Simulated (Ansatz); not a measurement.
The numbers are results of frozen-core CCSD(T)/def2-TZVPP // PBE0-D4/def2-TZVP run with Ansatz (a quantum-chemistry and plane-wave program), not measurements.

Ansatz 0.2 input:
```yaml
crystal:
  periodic: [false, false, false]
  atoms:
    - { symbol: C, position_ang: [-1.074248, 0.99172, -0.067346] }
    - { symbol: C, position_ang: [0.094734, 0.075411, 0.277903] }
    - { symbol: C, position_ang: [-0.323986, -1.390712, 0.300286] }
    - { symbol: Si, position_ang: [1.570765, 0.363252, -0.867676] }
    - { symbol: H, position_ang: [-1.469596, 0.767003, -1.062303] }
    - { symbol: H, position_ang: [-1.892916, 0.861888, 0.647728] }
    - { symbol: H, position_ang: [-0.786782, 2.045936, -0.055651] }
    - { symbol: H, position_ang: [0.463933, 0.346013, 1.278072] }
    - { symbol: H, position_ang: [-0.688747, -1.710608, -0.68021] }
    - { symbol: H, position_ang: [0.502771, -2.04951, 0.577039] }
    - { symbol: H, position_ang: [-1.133278, -1.551818, 1.019666] }
    - { symbol: H, position_ang: [2.003177, 1.791656, -0.856525] }
    - { symbol: H, position_ang: [2.724725, -0.511082, -0.505185] }
basis:
  gaussian: { orbitals: def2-TZVPP }
correlation:
  method: ccsd_t
magnetization:
  spin_polarized: true
  initial_magnetization: 1
```

Output:

```
Functional definition: HF
1486 factors; integrals over basis functions are off by at most 1.0e-3 eV
mean field evaluation 1: about -11092.5396 eV, gradient 2.5e1 eV
mean field evaluation 2: about -11092.5418 eV, gradient 2.5e1 eV
mean field evaluation 4: about -11096.3982 eV, gradient 3.2e0 eV
mean field evaluation 8: about -11096.4977 eV, gradient 1.1e-1 eV
mean field evaluation 16: about -11096.4896 eV, gradient 7.0e-1 eV
mean field -11096.49801601 eV, -407.7887806118 hartree, gradient 7.4e-6 eV, S^2 0.754429; 0 other end points of the search recorded, 0 dependent functions left out
8 core orbitals not correlated
reference -11096.49801601 eV, -407.7887806118 hartree; 13, 12 occupied and 240, 241 virtual orbitals, 1486 factors
second order -17.46493299 eV of doubles, -0.00000000 eV of singles
cycle   1  -18.40709592 eV  change   -9.4e-1 eV  update   8.7e-2
cycle   2  -18.90534129 eV  change   -5.0e-1 eV  update   2.7e-2
cycle   3  -18.97334162 eV  change   -6.8e-2 eV  update   1.1e-2
cycle   4  -18.97000710 eV  change    3.3e-3 eV  update   3.6e-3
cycle   5  -18.96952917 eV  change    4.8e-4 eV  update   1.4e-3
cycle   6  -18.96933611 eV  change    1.9e-4 eV  update   5.7e-4
cycle   7  -18.96936842 eV  change   -3.2e-5 eV  update   2.0e-4
cycle   8  -18.96943293 eV  change   -6.5e-5 eV  update   8.0e-5
cycle   9  -18.96943356 eV  change   -6.3e-7 eV  update   3.4e-5
cycle  10  -18.96942575 eV  change    7.8e-6 eV  update   1.6e-5
perturbative correction -0.72205198 eV, -0.0265349207 hartree
Total energy: -11116.18949374 eV, -408.5124290709 hartree
```

Cost: about 60 core-minutes (a rough figure).
